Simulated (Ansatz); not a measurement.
The same silylene extrusion along the group F, Cl, Br.

Computed with Ansatz on PBE0-D4/def2-TZVP structures; ΔE is electronic, products minus reactants. CBS: MP2 limit from def2 TZ/QZ plus the TZ coupled-cluster correction, frozen cores. This one scheme is used for every species. For Br outer-core shells are correlated without core-valence functions, which leaves a few kJ/mol of doubt a bond. Scalar relativity is left out up to krypton. One conformer a species, not always the lowest.

```json
{"reaction": "`F[SiH2]C[SiH3]` → `C[SiH2]F` + `[SiH2]`", "HF/CBS(def2) (kcal/mol)": "52.0", "CCSD(T)/CBS(def2) (kcal/mol)": "57.1"}
{"reaction": "`[SiH3]C[SiH2]Cl` → `C[SiH2]Cl` + `[SiH2]`", "HF/CBS(def2) (kcal/mol)": "51.8", "CCSD(T)/CBS(def2) (kcal/mol)": "57.0"}
{"reaction": "`[SiH3]C[SiH2]Br` → `C[SiH2]Br` + `[SiH2]`", "HF/CBS(def2) (kcal/mol)": "51.7", "CCSD(T)/CBS(def2) (kcal/mol)": "57.1"}
```

Largest T1 diagnostic: 0.014, for `[SiH2]`.
